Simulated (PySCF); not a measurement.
## [HfOF3]−: from a saddle point downhill

PySCF 2.14.0, RKS PBE, Hf def2-SVP with ECP60, O def2-SVP, F def2-SVP; non-relativistic Hamiltonian with scalar-relativistic core potentials where named; density fitting; no spin-orbit coupling. Relaxed within the symmetry of its start, the geometry (C2v) is

```xyz
5

Hf    0.0784    0.0000    0.0000
O     1.9158    0.0000    0.0000
F    -0.1693    1.9872    0.0000
F    -2.0166    0.0000    0.0000
F    -0.1693   -1.9872    0.0000
```

and its lowest harmonic modes are -209, -33, 171, 202, 272, 462 cm⁻¹ (negative: unstable). It was moved along the lowest mode and relaxed again, within the group Cs that the move left.

Task: Where does it end, and how much lower?

Result: In Cs, nearly C3v, 2.579 eV lower, after 16 steps:
```xyz
5

Hf   -0.0598    0.0000    0.0614
O     1.4442    0.0000    1.0899
F    -0.0486    1.6027   -1.1134
F    -1.6483    0.0000    1.2583
F    -0.0486   -1.6027   -1.1134
```

Task: How do the contacts change?

Result: 
```json
{"contact": "Hf1–O2 (O)", "saddle (Å)": "1.837", "end (Å)": "1.822"}
{"contact": "Hf1–F3 (F)", "saddle (Å)": "2.003", "end (Å)": "1.987"}
{"contact": "Hf1–F4 (F)", "saddle (Å)": "2.095", "end (Å)": "1.989"}
{"contact": "Hf1–F5 (F)", "saddle (Å)": "2.003", "end (Å)": "1.987"}
```


Task: Is the end a minimum?

Result: Yes; lowest modes 129, 130, 147, 217, 219, 570 cm⁻¹.

State: singlet.
